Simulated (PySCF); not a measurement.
**Steps of a relaxation of Gd(NH2)3**

Gd(NH2)3 (singlet in the valence; each metal's 4f electrons, 7 of them, lie in its core potential, out of spins and levels; a saddle point, relaxed within its symmetry). PySCF 2.14.0, RKS PBE0, Gd lcecp-1-SVP with ECP53, N def2-SVP, H def2-SVP; non-relativistic Hamiltonian with scalar-relativistic core potentials where named; density fitting; no spin-orbit coupling. Origin of the start: template. Columns: position (Å) and force (eV/Å). Energies are counted from the last step; some of the 5 steps are shown. Forces carry noise of the integration grid, about 0.01 to 0.03 eV/Å.

Run from Python with OMP_NUM_THREADS=2. Where DIIS fails, smearing, a level shift and second-order steps follow.
It took 24 s on 2 threads of Intel(R) Xeon(R) Platinum 8375C CPU @ 2.90GHz (Ice Lake) (shared host), from the converged density of the start.

```xyz
10
step 0  E = 0.103 eV
Gd    0.0000    0.0000    0.0000     0.00    0.00    0.00
N     2.2792    0.0000    0.0000    -1.25    0.00    0.00
H     2.8692    0.0000    0.8300     0.27    0.00   -0.19
H     2.8692    0.0000   -0.8300     0.27    0.00    0.19
N    -1.1396    1.9739    0.0000     0.62   -1.08    0.00
H    -1.4346    2.4848    0.8300    -0.13    0.23   -0.19
H    -1.4346    2.4848   -0.8300    -0.13    0.23    0.19
N    -1.1396   -1.9739    0.0000     0.62    1.08    0.00
H    -1.4346   -2.4848    0.8300    -0.13   -0.23   -0.19
H    -1.4346   -2.4848   -0.8300    -0.13   -0.23    0.19
```

```xyz
10
step 1  E = 0.020 eV
Gd    0.0000    0.0000    0.0000     0.00    0.00    0.00
N     2.2520    0.0000    0.0000    -0.56    0.00    0.00
H     2.8659    0.0000    0.8145     0.10    0.00   -0.08
H     2.8659    0.0000   -0.8145     0.10    0.00    0.08
N    -1.1260    1.9503    0.0000     0.28   -0.48    0.00
H    -1.4329    2.4820    0.8145    -0.05    0.09   -0.08
H    -1.4329    2.4820   -0.8145    -0.05    0.09    0.08
N    -1.1260   -1.9502    0.0000     0.28    0.48    0.00
H    -1.4330   -2.4819    0.8145    -0.05   -0.09   -0.08
H    -1.4330   -2.4819   -0.8145    -0.05   -0.09    0.08
```

```xyz
10
step 3  E = 0.000 eV
Gd    0.0000    0.0000    0.0000     0.00    0.00    0.00
N     2.2288    0.0000    0.0000     0.00    0.00    0.00
H     2.8590    0.0000    0.8036    -0.01    0.00    0.00
H     2.8590    0.0000   -0.8036    -0.01    0.00    0.00
N    -1.1144    1.9302    0.0000     0.00    0.00    0.00
H    -1.4294    2.4759    0.8036     0.00   -0.01    0.00
H    -1.4294    2.4759   -0.8036     0.00   -0.01    0.00
N    -1.1144   -1.9302    0.0000     0.00    0.00    0.00
H    -1.4295   -2.4759    0.8036     0.00    0.01    0.00
H    -1.4295   -2.4759   -0.8036     0.00    0.01    0.00
```

Where does the relaxation end?

It converges at step 4 in D3h:
```xyz
10
step 4  E = 0
Gd    0.0000    0.0000    0.0000
N     2.2283    0.0000    0.0000
H     2.8577    0.0000    0.8040
H     2.8577    0.0000   -0.8040
N    -1.1141    1.9298    0.0000
H    -1.4288    2.4749    0.8040
H    -1.4288    2.4749   -0.8040
N    -1.1142   -1.9298    0.0000
H    -1.4289   -2.4748    0.8040
H    -1.4289   -2.4748   -0.8040
```

How did the contacts change?


| contact | start (Å) | end (Å) |
| --- | --- | --- |
| Gd1–N2 (NH2) | 2.279 | 2.228 |
| Gd1–N5 (NH2) | 2.279 | 2.228 |
| Gd1–N8 (NH2) | 2.279 | 2.228 |


An lcecp potential fixes the number of 4f electrons, so in runs with it no electron can move into or out of that shell.
